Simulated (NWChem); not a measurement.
Everything below was run with NWChem. System: BO, charge 0, spin multiplicity 2, at a geometry optimised with UB3LYP/def2-SVP. The structure started from a generated list of species. Its SCF solution wasn't tested for a lower state. Level: ULC-wPBE (omega 0.3 per bohr)/def2-TZVP.

Input file:

```
start mol
memory heap 200 mb stack 900 mb global 1100 mb
geometry units angstroms nocenter noautoz
  B      0.000000     0.000000     0.740548
  O      0.000000     0.000000    -0.462842
  symmetry group C2v
end
basis spherical
  * library def2-tzvp
end
dft
  xc xwpbe 1.00 cpbe96 1.0 hfexch 1.00
  cam 0.3 cam_alpha 0.00 cam_beta 1.00
  odft
  mult 2
  direct
  iterations 100
end
task dft energy
```

Part of the output:

```
             Northwest Computational Chemistry Package (NWChem) 7.3.0
             --------------------------------------------------------

                                NWChem Input Module
                                -------------------

 Scaling coordinates for geometry "geometry" by  1.889725989
 (inverse scale =  0.529177249)

 Turning off AUTOSYM since
 SYMMETRY directive was detected!

                             Geometry "geometry" -> ""
                             -------------------------

 Output coordinates in angstroms (scale by  1.889725989 to convert to a.u.)

  No.       Tag          Charge          X              Y              Z
 ---- ---------------- ---------- -------------- -------------- --------------
    1 B                    5.0000     0.00000000     0.00000000     0.74054800
    2 O                    8.0000     0.00000000     0.00000000    -0.46284200

 Effective nuclear repulsion energy (a.u.)      17.5895511513

            Nuclear Dipole moment (a.u.)
            ----------------------------
        X                 Y               Z
 ---------------- ---------------- ----------------
     0.0000000000     0.0000000000     0.0000075589

      Symmetry information
      --------------------

 Group name             C2v
 Group number             16
 Group order               4
 No. of unique centers     2

      Symmetry unique atoms

     1    2


 Summary of "ao basis" -> "" (spherical)
 ------------------------------------------------------------------------------
       Tag                 Description            Shells   Functions and Types
 ---------------- ------------------------------  ------  ---------------------
 *                         def2-tzvp                  on all atoms

  pbe96 is a nonlocal functional; adding pw91lda local functional.

                                 NWChem DFT Module
                                 -----------------

 Summary of "ao basis" -> "ao basis" (spherical)
 ------------------------------------------------------------------------------
       Tag                 Description            Shells   Functions and Types
[...]
  ----- ------------  ---------------      ----- ------------  ---------------
    13      0.825035  1 B  py                44     -0.376710  2 O  py
     7      0.274252  1 B  py                38     -0.236776  2 O  py
    10      0.215445  1 B  py                41     -0.158833  2 O  py

 Vector    9  Occ=0.000000D+00  E= 9.187822D-02  Symmetry=b1
              MO Center=  1.8D-15,  1.3D-30,  8.0D-01, r^2= 3.9D+00
   Bfn.  Coefficient  Atom+Function         Bfn.  Coefficient  Atom+Function
  ----- ------------  ---------------      ----- ------------  ---------------
    12      0.825035  1 B  px                43     -0.376710  2 O  px
     6      0.274252  1 B  px                37     -0.236776  2 O  px
     9      0.215445  1 B  px                40     -0.158833  2 O  px

   alpha - beta orbital overlaps
   -----------------------------

   alpha      1      2      3      4      5      6      7      8      9     10
    beta      1      2      3      4      6      5      7      8      9     11
 overlap   1.000  1.000  1.000  0.971  0.997  0.997  0.950  0.982  0.982  0.752

   alpha     11     12     13     14     15     16     17     18     19     20
    beta     10     13     12     14     15     16     17     18     19     20
 overlap   0.772  0.984  0.984  0.952  1.000  1.000  0.953  0.972  0.972  0.970

   alpha     21     22     23     24     25     26     27     28     29     30
    beta     21     22     23     24     25     26     27     29     28     30
 overlap   0.970  0.949  0.945  0.999  0.999  0.998  0.994  0.998  0.998  0.992

   alpha     31     32     33     34     35     36     37     38     39     40
    beta     31     32     33     35     34     36     37     38     40     39
 overlap   0.992  1.000  1.000  0.994  0.994  0.980  0.991  0.991  0.995  0.995

   alpha     41     42     43     44     45     46     47     48     49     50
    beta     41     43     42     44     47     46     45     48     49     50
 overlap   0.981  0.999  0.999  0.999  0.999  0.999  0.999  1.000  1.000  1.000

   alpha     51     52     53     54     55     56     57     58     59     60
    beta     51     52     54     53     55     56     57     59     58     60
 overlap   1.000  1.000  1.000  1.000  1.000  1.000  1.000  1.000  1.000  1.000

   alpha     61     62
    beta     61     62
 overlap   1.000  1.000

     --------------------------
     Expectation value of S2:
     --------------------------
      <S2> =      0.7623 (Exact =     0.7500)

 center of mass
 --------------
 x =   0.00000000 y =   0.00000000 z =   0.05247064

 moments of inertia (a.u.)
 ------------------
          33.722575220064           0.000000000000           0.000000000000
           0.000000000000          33.722575220064           0.000000000000
           0.000000000000           0.000000000000           0.000000000000

     Multipole analysis of the density
     ---------------------------------

     L   x y z        total         alpha         beta         nuclear
     -   - - -        -----         -----         ----         -------
     0   0 0 0     -0.000000     -7.000000     -6.000000     13.000000

     1   1 0 0     -0.000000     -0.000000     -0.000000      0.000000
     1   0 1 0     -0.000000     -0.000000     -0.000000      0.000000
     1   0 0 1      0.906002     -0.839276      1.745271      0.000008

     2   2 0 0     -7.743728     -4.584903     -3.158824      0.000000
     2   1 1 0     -0.000000     -0.000000     -0.000000      0.000000
     2   1 0 1      0.000000      0.000000      0.000000      0.000000
     2   0 2 0     -7.743728     -4.584903     -3.158824      0.000000
     2   0 1 1      0.000000      0.000000      0.000000      0.000000
     2   0 0 2     -7.640672    -15.242210     -8.310547     15.912086

 Task  times  cpu:        7.0s     wall:        7.0s

 Total times  cpu:        7.1s     wall:        7.1s
```
